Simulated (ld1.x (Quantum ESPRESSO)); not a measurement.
# What one change does to a pseudopotential (osmium, TM)

```
Element                 : Os
Generator               : ld1.x (Quantum ESPRESSO) 7.5
Type                    : norm-conserving Troullier–Martins (Kleinman–Bylander form)
Functional              : PBE
Relativity              : scalar-relativistic
Frozen core             : [Xe] 4f14
Valence charge          : 8
Reference configuration : 5d6 6s1.75 6p0.25
Partial waves           : 6p (bound): rc 3.70 bohr; 5d (bound): rc 1.40 bohr; 6s (bound): rc 2.25 bohr
Local potential         : the s channel
Core correction         : none
```

Change: functional PBEsol.

Cutoffs: the cutoffs (Ry, on a coarse ladder) from which the occupation-weighted sum of valence levels, in a spherical-Bessel basis at the reference potential, stays within 10 and 1 mRy of its value at 400 Ry; they do not see the model core or the augmentation charge, which bear on the density cutoff. Errors are all-electron minus pseudo energies relative to the spin-unpolarised reference configuration.

Question: Predict the effect on cutoff, ghosts and configuration errors.

Answer: The potential gets neither clearly harder nor softer (35 Ry and 70 Ry → 35 Ry and 70 Ry); of the 7 tests that both files solve, the error grows in 3 and shrinks in 1 by more than 15 % and 0.3 meV (median size 19.6 → 15.2 meV); neither file shows a bound ghost.

| quantity | base | changed |
| --- | --- | --- |
| cutoff, loose | 35 Ry | 35 Ry |
| cutoff, tight | 70 Ry | 70 Ry |
| bound ghosts | none | none |
| error for 5d6 6s2 6p0, meV [ΔE -1.23 → -1.25 eV] | +0.6 | +0.5 |
| error for 5d6 6s1 6p0, meV [ΔE 8.35 → 8.38 eV] | -0.1 | -6.6 |
| error for 5d6 6s0 6p0, meV [ΔE 25.26 → 25.32 eV] | +31 | -15 |
| error for 5d6 6s1.5 6p0, meV [ΔE 2.69 eV] | -1.1 | -1.9 |
| error for 5d5 6s2 6p1, meV [ΔE 4.88 → 4.90 eV] | -57 | -56 |
| error for 5d5 6s2 6p0, meV [ΔE 9.85 → 9.87 eV] | -40 | -39 |
| error for 5d5 6s0 6p0, meV [ΔE 54.11 → 54.19 eV] | +20 | -63 |
| s: phases at 4.01 bohr within 0.05 rad from the reference energy up to (Ry; the scan ends near 5) | 0.9 | 0.9 |
| p: phases at 4.01 bohr within 0.05 rad from the reference energy up to (Ry; the scan ends near 5) | 1.4 | 1.4 |
| d: phases at 4.01 bohr within 0.05 rad from the reference energy up to (Ry; the scan ends near 5) | 0.5 | 0.5 |
